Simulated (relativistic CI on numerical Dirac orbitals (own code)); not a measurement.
# Ta⁴⁺ (5d) in a crystal field

Calculated by Dirac-Coulomb-Breit CI, KLI orbitals optimised for each configuration, model QED (radiative potential, 1s self-energy scaled to tabulated hydrogen-like ionisation energies), valence Slater integrals scaled by 0.9, one configuration in a parametric crystal field (own radial code).

Field parameters in Wybourne normalisation: Oh B⁴₀ = 21Dq, B⁴₄ = √(5/14) B⁴₀. The field is a parameter set, without covalency.

S is read from ⟨S²⟩ = S(S + 1).

Site symmetry Oh; labels are those of the double group. Computed levels in cm⁻¹ above the lowest, in rising order:

```tsv
Δ (size of 10Dq)	Lowest	No. 2	No. 3
8500	Γ8	4339 Γ7	11276 Γ8
15300	Γ8	4034 Γ7	17466 Γ8
22100	Γ8	3895 Γ7	23988 Γ8
28900	Γ8	3817 Γ7	30631 Γ8
35700	Γ8	3767 Γ7	37331 Γ8
42500	Γ8	3732 Γ7	44062 Γ8
```

Ground-state S against |10Dq| in cm⁻¹: 8500: 0.50, 15300: 0.50, 22100: 0.50, 28900: 0.50, 35700: 0.50, 42500: 0.50.

No abrupt spin change occurs in this range.
